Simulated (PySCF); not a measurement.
Species: C₄H₆F₄O₂.
Geometry (PBE0-D3(BJ)/def2-SVP, Å), atoms numbered from 1 in this order:
```xyz
16
C4H6F4O2 angstrom
C      2.1796   -0.2388   -0.5552
O      1.6045    0.6243    0.3978
C      0.7937   -0.0037    1.3111
O     -0.3715   -0.5453    0.7183
C     -1.2351    0.3808    0.2184
F     -2.0807    0.8427    1.1839
C     -2.0720   -0.2917   -0.8640
F     -1.2803   -0.6781   -1.8671
F     -2.7149   -1.3534   -0.4007
F     -2.9649    0.5669   -1.3484
H      1.4097   -0.7357   -1.1679
H      2.8191    0.3719   -1.2051
H      2.7997   -1.0138   -0.0682
H      0.5223    0.7455    2.0714
H      1.2853   -0.8698    1.7874
H     -0.7098    1.2475   -0.2221
```

Method: PBE0-D3(BJ)/def2-SVP geometry optimisation, gas phase in PySCF.

Masses are those of the commonest isotopes; rigid-rotor values at the optimised geometry. The values belong to one conformer with, in the numbering `[CH3:1][O:2][CH2:3][O:4][C@H:5]([F:6])[C:7]([F:8])([F:9])[F:10]`, C1–O2–C3–O4 -66°, O2–C3–O4–C5 -66°, C3–O4–C5–F6 -85°.

Problem. Give the principal moments of inertia and the rotational constants in cm⁻¹.

Solution. Ia = 234.67, Ib = 578.21, Ic = 679.62 u·Å²; 505379 MHz·u·Å²/I gives 2154, 874.0 and 743.6 MHz, that is A = 0.07184, B = 0.02915, C = 0.02480 cm⁻¹.

Problem. What kind of rotor is it?

Solution. An asymmetric top. Ray's parameter κ = (2B − A − C)/(A − C) = -0.815; −1 is the prolate and +1 the oblate limit.

Problem. What does the inertial defect say?

Solution. Not planar: Δ = Ic − Ia − Ib = -133.25 u·Å². For a rigid frame Δ = −2 Σ m c², so Σ m c² = 66.63 u·Å² lies off the ab plane: 4.97 from hydrogen and 61.66 from heavier atoms. The atom farthest from that plane is 1.36 Å away.

Problem. Give the other two planar moments, Paa and Pbb, and the rms extents of the mass along the axes.

Solution. Paa = Σ m a² = (Ib + Ic − Ia)/2 = 511.58 and Pbb = Σ m b² = (Ia + Ic − Ib)/2 = 168.04 u·Å². With the mass M = 162.03 u, the rms extents √(P/M) along a, b and c are 1.78, 1.02, 0.64 Å.

Problem. Predict some low-J microwave lines.

Solution. The dipole components are |μa| = 2.64 D, |μb| = 0.62 D, |μc| = 0.06 D. Intensities carry the squares of the components, which stand as 1.00 : 0.05 : 0.00 (a : b : c). Some lines, for components of 0.1 D or more:

```tsv
type	branch	J(Ka,Kc)	MHz	lower level (cm⁻¹)
a	Q	2(1,1) ← 2(1,2)	391	0.200
b	Q	2(1,1) ← 2(0,2)	1550	0.162
b	R	2(0,2) ← 1(1,1)	1946	0.097
b	R	1(1,1) ← 0(0,0)	2897	0.000
a	R	2(1,2) ← 1(1,1)	3105	0.097
b	Q	4(2,2) ← 4(1,3)	3540	0.605
b	Q	3(2,2) ← 3(1,3)	4431	0.355
a	R	4(1,3) ← 3(1,2)	6711	0.381
b	R	4(1,4) ← 3(0,3)	7187	0.322
b	R	4(4,1) ← 3(3,0)	15885	0.728
```

Not checked by PBE0-D3(BJ)/def2-SVP frequencies. Constants of a rigid frame at the computed geometry: no zero-point averaging, no centrifugal distortion. A rigid rotor knows nothing of internal rotation, which can split or shift real lines.
